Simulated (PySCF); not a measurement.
C₃H₃, SMILES [C]#CC, doublet, B3LYP/def2-SVP optimised geometry.

```
6

C     -1.54    -0.11     0.00
C     -0.32    -0.11     0.00
C      1.14    -0.11     0.00
H      1.54    -0.33     1.01
H      1.54    -0.87    -0.69
H      1.54     0.87    -0.31
```

Density from unrestricted B3LYP/def2-TZVP (PySCF 2.14.0) at that geometry.

Minimum of the electron density along straight lines between bonded atoms, close to the bond critical point (lines longer than 1.1 times the sum of covalent radii, or with two minima, are not listed):

| bond | length / Å | ρ at the minimum / e bohr⁻³ | ∇²ρ there / e bohr⁻⁵ | position (fraction from the first atom) |
|---|---|---|---|---|
| C1–C2 | 1.215 | … | … | 0.43 |
| C2–C3 | 1.462 | 0.271 | … | 0.54 |
| C3–H4 | 1.102 | 0.270 | -0.92 | 0.65 |
| C3–H5 | 1.102 | 0.275 | -0.94 | 0.65 |
| C3–H6 | 1.102 | 0.270 | -0.91 | 0.65 |

Problem. Fill in the missing entries.

Solution. 
- C1–C2, ρ at the minimum / e bohr⁻³: 0.445
- C1–C2, ∇²ρ there / e bohr⁻⁵: -1.85
- C2–C3, ∇²ρ there / e bohr⁻⁵: -0.74
